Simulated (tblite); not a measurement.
Species: C₅H₁₁NOSi₂.
Numbering: `[CH2:1]=[N:2][C:3]1=[C:4]([CH2:5][CH2:6][OH:7])[SiH2:8][SiH2:9]1` (hydrogens: H10, H11 on C1; H12, H13 on C5; H14, H15 on C6; H16 on O7; H17, H18 on Si8; H19, H20 on Si9)

Cartesian coordinates in Å at the GFN2-xTB level; atoms count from 1:
```xyz
20
C5H11NOSi2 angstrom
C     -2.804   -1.299   -1.244
N     -2.136   -0.924   -0.248
C     -1.264    0.079   -0.106
C      0.087    0.047   -0.056
C      0.960   -1.142   -0.313
C      2.261   -0.984    0.473
O      2.876    0.260    0.216
Si     0.643    1.791    0.397
Si    -1.699    1.904    0.353
H     -3.527   -2.091   -1.109
H     -2.706   -0.879   -2.248
H      1.195   -1.215   -1.384
H      0.460   -2.068   -0.019
H      2.954   -1.807    0.252
H      2.048   -0.984    1.545
H      3.057    0.319   -0.729
H      1.321    2.032    1.672
H      1.364    2.524   -0.657
H     -2.595    1.942    1.518
H     -2.501    2.506   -0.727
```

All values are computed: GFN2-xTB (tblite) harmonic vibrations without scaling, gas phase. Errors from tens to a few hundred cm⁻¹ against measured bands are possible. Modes of hydrogen on silicon can be 10 to 20 % off. One conformer, not necessarily the lowest.

Harmonic wavenumbers (cm⁻¹): 59.0, 72.2, 97.5, 123.7, 151.9, 196.3, 204.7, 262.9, 319.9, 337.2, 384.1, 389.9, 438.3, 448.7, 459.0, 510.3, 523.6, 554.0, 573.4, 591.3, 610.9, 669.6, 791.6, 816.6, 832.9, 881.6, 917.2, 954.8, 1004.7, 1081.5, 1097.8, 1113.9, 1141.8, 1175.0, 1214.1, 1293.8, 1313.2, 1343.6, 1434.7, 1470.6, 1479.6, 1598.3, 1724.5, 2129.5, 2143.5, 2187.3, 2211.0, 2879.6, 2884.9, 2897.2, 2961.8, 2991.0, 3049.7, 3539.7.

A = 1642, B = 897.0, C = 609.7 MHz; mass 157.038 u (most abundant isotopes); point group C1, symmetry number 1.

Question: Zero-point energy?

Answer: Half the sum of the wavenumbers: 31268 cm⁻¹ = 374.05 kJ/mol.

Question: Give the ideal-gas entropy at 273.15 K and 1 bar in the rigid-rotor, harmonic-oscillator model (classical rotation).

Answer: Translation 170.10, rotation 125.52, vibration 135.51: S = 431.1 J/(mol K).

Question: And Cp and H(273.15 K) − H(0)?

Answer: Cp = 184.52 J/(mol K), of which vibrations give 151.27 (their classical limit is 54 R = 449.0); H(273.15 K) − H(0) = 29.58 kJ/mol without the zero-point energy, 20.49 from vibrations.

Question: How do the functions run with temperature in this model?

Answer: 
| T (K) | S (J/(mol K)) | Cp (J/(mol K)) | H − H(0) (kJ/mol) | G − H(0) (kJ/mol) | ln q(vib) |
| --- | --- | --- | --- | --- | --- |
| 150 | 342.1 | 117.4 | 10.86 | -40.44 | 3.27 |
| 250 | 415.3 | 172.8 | 25.44 | -78.39 | 6.51 |
| 298.15 | 447.8 | 196.6 | 34.34 | -99.17 | 8.10 |
| 400 | 512.0 | 240.6 | 56.68 | -148.10 | 11.45 |
| 600 | 622.5 | 304.6 | 111.64 | -261.86 | 17.79 |
| 900 | 758.5 | 364.9 | 212.88 | -469.77 | 26.45 |

q(vib) and H(0) count from the zero-point level.

Question: Blend soft modes into free rotors: weight 1/[1 + (100 cm⁻¹/ν̃)⁴] for the oscillator and the rest for a rotor with moment μB/(μ + B), μ = h/(8π²ν), B = 10⁻⁴⁴ kg m². What vibrational entropy results?

Answer: 127.46 J/(mol K) in place of 135.51, which changes −T·S at 273.15 K by +2.20 kJ/mol.

Question: Which modes carry the vibrational entropy at 273.15 K?

Answer: 59.0 cm⁻¹: 18.06; 72.2 cm⁻¹: 16.40; 97.5 cm⁻¹: 13.95; 123.7 cm⁻¹: 12.02; 151.9 cm⁻¹: 10.39; 196.3 cm⁻¹: 8.40 J/(mol K); the other 48 give 56.29 together.

Hindered rotation and anharmonicity are outside this model. Other conformers, if any are populated, would add a mixing term that is left out. The structure is chiral; the term R ln 2 for an equal mix with its mirror image is left out.
